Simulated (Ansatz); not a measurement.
ScF2, SMILES [F][Sc+][F], charge +1.

Coordinates come from a PBE0-D3(BJ)/def2-TZVP optimisation. The spin state was assumed, not searched. The isomer is the one that the SMILES or the coordinates give; other isomers of the formula were not compared.

Two levels are set side by side: PBE/def2-TZVPD (Ansatz, an electronic-structure program) and CAM-B3LYP/def2-TZVPD (Ansatz). Energy differences of separate SCF runs at the same geometry; the states with an electron removed or added have multiplicity 2 and 2. Differences are taken from unrounded values.

```json
[
 {"quantity": "vertical ionisation energy (eV)", "CAM-B3LYP": "20.59"},
 {"quantity": "vertical electron affinity (eV)", "CAM-B3LYP": "7.03"},
 {"quantity": "vertical singlet–triplet gap (eV)", "CAM-B3LYP": "6.72"}
]
```

What does PBE give, and how far is it from CAM-B3LYP? (The exact figures need the calculation; the answer reports its results.)


```tsv
quantity	PBE	PBE minus CAM-B3LYP
vertical ionisation energy (eV)	19.96	-0.63
vertical electron affinity (eV)	6.76	-0.27
vertical singlet–triplet gap (eV)	6.36	-0.36
```
